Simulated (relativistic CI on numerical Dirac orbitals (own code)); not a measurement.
The spin-orbit constant of Rb3+ from its measured fine structure

Problem. The ground term ³P of Rb3+ (4s²4p⁴) has the measured levels J = 0: 6947.8, J = 1: 6260.4, J = 2: 0.0 cm⁻¹ (Sansonetti, J. Phys. Chem. Ref. Data 35, 301 (2006)). Test the interval rule and estimate ζ(4p).

Working.
1. In LS coupling E(J) − E(J − 1) = AJ. The intervals give A = -687.4 (J = 1), -3130.2 (J = 2) cm⁻¹.
2. These values spread by 105 % of their mean, from second-order spin-orbit mixing with other terms and from spin-spin terms.
3. The whole width divided by the sum of the upper J values gives a mean A = -2315.9 cm⁻¹.
4. For the Hund term of a shell that is more than half full, A = −ζ/2S with 2S = 2, so ζ = 4632 cm⁻¹.

Check. The value calculated from Dirac-Coulomb-Breit radial functions of this configuration is ζ = 5432 cm⁻¹, 17 % above the estimate from measurement. The same recipe applied to the calculated levels returns 4483 cm⁻¹, which shows the bias of the recipe itself. Where the interval rule fails, the estimate is only rough.
